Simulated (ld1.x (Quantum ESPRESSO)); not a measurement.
An all-electron radial function and its pseudo partner (carbon (C))

Columns: radius, all-electron u(r) and pseudo u(r) of the 2p shell (level -16.91 eV) of carbon in the configuration [He] 2s2 2p1; PBEsol, scalar-relativistic, PAW scheme, ld1.x (Quantum ESPRESSO) 7.5.

```
r (bohr)  all-electron  pseudo
   0.085        0.0413  0.0111
   0.170        0.1312  0.0435
   0.255        0.2376  0.0953
   0.340        0.3441  0.1629
   0.425        0.4421  0.2422
   0.510        0.5277  0.3281
   0.595        0.6000  0.4157
   0.680        0.6592  0.5000
   0.765        0.7059  0.5768
   0.850        0.7403  0.6427
   0.935        0.7635  0.6952
   1.020        0.7768  0.7333
   1.105        0.7813  0.7569
   1.190        0.7785  0.7672
   1.275        0.7695  0.7658
   1.360        0.7553  0.7552
   1.445        0.7370  0.7378
   1.530        0.7153  0.7158
   1.615        0.6911  0.6913
   1.700        0.6651  0.6651
   1.785        0.6377  0.6377
   1.870        0.6094  0.6094
   1.955        0.5808  0.5808
   2.040        0.5520  0.5520
   2.125        0.5234  0.5234
   2.210        0.4953  0.4953
```

How many radial nodes do the two functions have?

The all-electron 2p function has n − l − 1 = 0; the pseudo-wave has 0.

At about which radius was the pseudo-wave matched?

1.70 bohr. The columns agree to 0.0005 from 1.53 bohr on; several derivatives are matched, so the curves merge somewhat inside the radius.

Is the pseudo-wave norm-conserving?

No, it belongs to a PAW set: the norm inside the radius is not constrained, and the difference is carried by the augmentation charge.
